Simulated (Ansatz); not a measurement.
Frontier orbitals of CH4AlNOSi, SMILES `[OH][Al]1[CH]=N[SiH2]1`.

Charge 0, multiplicity 1. Geometry: relaxed with PBE0-D4/def2-TZVP. It is one conformer, not always the lowest. Basis def2-TZVPP, the Gaussian-basis code of Ansatz.

```json
{"functional": "LDA (SPW92)", "HOMO (eV)": "-5.45", "LUMO (eV)": "-2.86"}
```

**Question.** Give HOMO and LUMO (eV) with PBE, revPBE, BLYP, r2SCAN, B97M-V, PBE0, B3LYP, r2SCANh, r2SCAN0, HSE06 (plane-wave form), BHLYP, CAM-B3LYP, LC-ωPBE, ωB97X-V, ωB97M-V, HF. (Estimate.)

**Answer.** Ansatz gave: 
| functional | HOMO | LUMO |
| --- | --- | --- |
| PBE | -5.30 | -2.63 |
| revPBE | -5.23 | -2.54 |
| BLYP | -5.17 | -2.46 |
| r2SCAN | -5.44 | -2.46 |
| B97M-V | -5.55 | -2.42 |
| PBE0 | -6.46 | -1.68 |
| B3LYP | -6.26 | -1.87 |
| r2SCANh | -5.89 | -2.10 |
| r2SCAN0 | -6.58 | -1.60 |
| HSE06 (plane-wave form) | -6.06 | -2.06 |
| BHLYP | -7.57 | -0.71 |
| CAM-B3LYP | -7.75 | -0.58 |
| LC-ωPBE | -8.99 | 0.49 |
| ωB97X-V | -8.70 | 0.40 |
| ωB97M-V | -8.63 | 0.21 |
| HF | -9.35 | 1.40 |

B3LYP here is the variant with VWN-RPA as its local correlation; programs differ in this. LC-ωPBE has ω = 0.4 bohr⁻¹. Positive LUMOs are unbound and depend on the basis.
